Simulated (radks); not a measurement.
Charge is removed step by step from the 4d3/2 level of the zirconium ion Zr3+, starting from [Kr] 4d(3/2: 1, 5/2: 0). Calculated with a radial shooting solver on a logarithmic mesh with Libxc functionals: Dirac Kohn-Sham, BLYP, spin-unpolarised, spherical densities, finite nucleus; Fermi nuclear charge, rms radius 4.2694 fm.

removed (e),E - E(0) (eV),eigenvalue (eV),E minus straight line (eV)
0,0.000,-28.218,0.000
0.25,7.422,-31.170,-1.142
0.5,15.592,-34.203,-1.535
0.75,24.530,-37.312,-1.161
1,34.254,-40.494,0.000

Removing the whole electron costs 34.254 eV by Delta-SCF, against 28.218 eV from minus the eigenvalue at the starting occupation. Slater's transition state (half an electron removed) gives 34.203 eV. Integrating minus the eigenvalue over the occupation (Janak's theorem) gives 34.254 eV. The mean slope of the eigenvalue, de/dn, is 12.3 eV per electron. Ionisation energy of Zr3+ in the NIST Atomic Spectra Database: 34.418 eV (measured).

Beside tabulated values, note that spin-unpolarised runs miss the spin-polarisation part of the exchange energy of open shells.
